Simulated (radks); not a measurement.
Values are calculated unless marked as measured or tabulated.
Problem. Species: Cu+. Configuration: [Ar] 3d10 (the NIST ground configuration). Level of theory: non-relativistic Kohn-Sham, exchange-only B88, spin-polarised, spherical densities, point nucleus (a radial shooting solver on a logarithmic mesh with Libxc functionals). Some entries of the table are withheld. Estimate them.

| orbital | occ. | eigenvalue (hartree) | <r^2> (bohr^2) |
|---|---|---|---|
| 1s | 2 | -321.8062 | 0.003750 |
| 2s | 2 | (1) | (2) |
| 2p | 6 | (3) | 0.05290 |
| 3s | 2 | -4.35106 | 0.6049 |
| 3p | 6 | (4) | 0.6752 |
| 3d | 10 | -0.47190 | 1.435 |

Solution. 
(1) 2s eigenvalue (hartree): -38.49629
(2) 2s <r^2> (bohr^2): 0.06715
(3) 2p eigenvalue (hartree): -33.79274
(4) 3p eigenvalue (hartree): -2.89066
